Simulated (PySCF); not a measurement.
Numbering as in the mapped SMILES `[SiH3:1][N:2]([SiH3:3])[Si@H:4]1[NH:5][CH2:6][SiH2:7]1`. Hydrogens are named by the atom that carries them. Ha(C6), Ha(Si7) are cis to N2 on the ring; Hb(C6), Hb(Si7) are trans to N2 on the ring.

[PySCF 2.14.0 with density-fitted response routines: coordinates at the GFN2-xTB level; shielding tensors at PBE0/pcSseg-1 (GIAO); non-relativistic; one conformer; one averaged value for each set of equivalent atoms; no solvent model]

δ = σ(ref) − σ, references computed at the same level: 13C and 1H and 29Si against TMS; 15N against NH3.

| atoms | nucleus | count | δ (ppm) |
| --- | --- | --- | --- |
| N2 | 15N | 1 | 15.6 |
| Ha(Si7) | 1H | 1 | ? |
| H(Si4) | 1H | 1 | ? |
| N5 | 15N | 1 | 57.6 |
| H(N5) | 1H | 1 | 1.21 |
| Si1/Si3 | 29Si | 2 | ? |
| Ha(C6) | 1H | 1 | 3.28 |
| Si4 | 29Si | 1 | ? |
| H(Si1)/H(Si3) | 1H | 6 | 4.74 |
| C6 | 13C | 1 | 32.2 |
| Hb(Si7) | 1H | 1 | 4.39 |
| Hb(C6) | 1H | 1 | 3.27 |
| Si7 | 29Si | 1 | -51.8 |

Q: Complete the table.

A: 
- H(Si4): 6.01 ppm, hydrogen on a silicon bonded to 2 N, Si, in a 4-membered ring
- Ha(Si7): 4.61 ppm, hydrogen on a silicon bonded to C, Si, in a 4-membered ring
- Si4: -7.1 ppm, silicon bonded to 2 N, Si, H, in a 4-membered ring
- Si1/Si3: -55.0 ppm, silicon bonded to N, 3 H

The OH or NH signal is concentration- and solvent-dependent in practice; the value given is the gas-phase one. Shifts are as computed. Against solution values, carbons near 30 ppm lie about +3 ppm off and those near 130 ppm about +5 ppm. Of 1211 compounds with measured shifts, 218 miss one by over three times the rms of a fit or turn the order of signals round; such compounds aren't used in these exercises. Experimental scales use liquid or dissolved standards, which lie at an offset from isolated NH3 (liquid NH3: subtract about 20 ppm).
